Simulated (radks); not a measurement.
The nuclear charge of the manganese ion Mn+ is varied continuously with 24 electrons held in [Ar] 3d5 4s1. All-electron calculation, non-relativistic Kohn-Sham, PBE, spin-polarised, spherical densities, point nucleus; open shells are filled with parallel spins first. Program: a radial shooting solver on a logarithmic mesh with Libxc functionals. By the Hellmann-Feynman theorem dE/dZ = E(electron-nucleus)/Z, the electronic potential at the nucleus.

| Z | E (hartree) | E(electron-nucleus)/Z (hartree) | HOMO | e(HOMO) (eV) | <r> HOMO (bohr) |
|---|---|---|---|---|---|
| 24.6 | -1107.30867 | -106.831 | 4s | -8.887 | 2.976 |
| 24.8 | -1128.78797 | -107.961 | 4s | -10.620 | 2.869 |
| 25 | -1150.49294 | -109.088 | 4s | -12.457 | 2.771 |
| 25.2 | -1172.42310 | -110.213 | 4s | -14.392 | 2.682 |
| 25.4 | -1194.57804 | -111.336 | 4s | -16.424 | 2.599 |
| 25.6 | -1216.95739 | -112.457 | 4s | -18.547 | 2.523 |
| 25.8 | -1239.56084 | -113.577 | 4s | -20.761 | 2.452 |
| 26 | -1262.38811 | -114.695 | 4s | -23.064 | 2.385 |

The central difference of E at Z = 25 is -109.088 hartree, to compare with the third column; the second derivative is -5.63 hartree.
